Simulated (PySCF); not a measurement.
**What an electron can do to SbTe**

PBE in PySCF with def2-TZVPPD on every atom (core potentials on Sb, Te), for the lowest determinant that a PBE0 search found; no spin–orbit coupling.

| species | state (unpaired electrons) | Re (Å) | ωe (cm⁻¹) | energy of the minimum from the neutral (eV) | De (eV) | dissociates to |
| --- | --- | --- | --- | --- | --- | --- |
| SbTe | doublet (π ↑) | 2.557 | 253 | 0.00 | 3.10 | Sb + Te |
| SbTe⁺ | singlet (closed shell) | 2.483 | 285 | 7.13 | 4.93 | Sb⁺ + Te |
| SbTe⁻ | triplet (π ↑↑) | 2.673 | 211 | -1.92 | 2.95 | Sb + Te⁻ |

Task: Work out the lowest energy to break SbTe into atoms, from its vibrational ground state.

Result: D0 = De − ωe/2 = 3.10 − 0.02 = 3.08 eV (PBE/def2-TZVPPD).

Task: Work out the ionisation energy of the Sb atom at this level and the threshold of dissociative ionisation.

Result: IE(Sb) = 7.13 + 4.93 − 3.10 = 8.96 eV, so Sb⁺ + Te + e⁻ appears at D0 + IE(Sb) = 12.04 eV (PBE/def2-TZVPPD). The measured IE(Sb) is 8.608 eV (NIST ASD).

Task: Work out the electron affinity of the Te atom and the threshold of dissociative attachment.

Result: EA(Te) = 3.10 − 2.95 − (-1.92) = 2.07 eV, so Sb + Te⁻ needs D0 − EA(Te) = 1.01 eV (PBE/def2-TZVPPD). The measured EA(Te) is 1.971 eV.

Task: At which energy does ion-pair formation open?

Result: Sb⁺ + Te⁻ lies at D0 + IE(Sb) − EA(Te) = 9.97 eV (PBE/def2-TZVPPD).

These are thermodynamic thresholds; the onsets seen under electron impact lie higher where the geometry changes, and cross-sections peak well above them.

These are scalar-relativistic numbers at best; spin–orbit coupling would shift them, the dissociation energy most. For an ion De counts to the pair picked by the measured ionisation energies or electron affinities, which need not be the lowest pair at this level. The highest Kohn–Sham level is positive in this anion. Much of that is self-interaction error, but it also means that the finite basis helps to hold the extra electron. States were picked by a PBE0 search and need not be the measured ground states.
